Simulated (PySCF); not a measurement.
SMILES c1ccc(-c2cccs2)cc1, GFN2-xTB optimised geometry.

```
19

C     -1.56    -3.02     0.00
C     -2.24    -1.82     0.00
C     -1.55    -0.62     0.00
C     -0.15    -0.61     0.00
C      0.59     0.64     0.00
C      0.11     1.92     0.00
C      1.13     2.90     0.00
C      2.37     2.36     0.00
S      2.33     0.64     0.00
C      0.52    -1.83     0.00
C     -0.17    -3.02     0.00
H     -2.10    -3.96     0.00
H     -3.32    -1.81     0.00
H     -2.10     0.31     0.00
H     -0.93     2.18     0.00
H      0.94     3.96     0.00
H      3.32     2.86     0.00
H      1.60    -1.84     0.00
H      0.37    -3.96     0.00
```

Density from CAM-B3LYP/def2-SVP (PySCF 2.14.0) at that geometry.

Minimum of the electron density along straight lines between bonded atoms, close to the bond critical point (lines longer than 1.1 times the sum of covalent radii, or with two minima, are not listed):

```tsv
bond	length / Å	ρ at the minimum / e bohr⁻³	∇²ρ there / e bohr⁻⁵	position (fraction from the first atom)
C1–C2	1.385	0.314	-0.82	0.50
C2–C3	1.381	0.316	-0.83	0.50
C3–C4	1.397	0.307	-0.78	0.50
C4–C5	1.449	0.280	-0.70	0.49
C5–C6	1.370	0.320	-0.80	0.51
C6–C7	1.409	0.301	-0.76	0.50
C7–C8	1.358	0.326	-0.84	0.49
C5–S9	1.743	0.209	-0.44	0.47
C8–S9	1.716	0.220	-0.50	0.47
C4–C10	1.396	0.309	-0.79	0.50
C1–C11	1.385	0.314	-0.82	0.50
C10–C11	1.380	0.317	-0.83	0.50
C1–H12	1.080	0.284	-1.09	0.63
C2–H13	1.080	0.284	-1.09	0.63
C3–H14	1.079	0.285	-1.09	0.63
C6–H15	1.075	0.285	-1.10	0.63
C7–H16	1.076	0.284	-1.10	0.64
C8–H17	1.072	0.286	-1.13	0.65
C10–H18	1.081	0.284	-1.09	0.63
C11–H19	1.080	0.284	-1.09	0.63
```
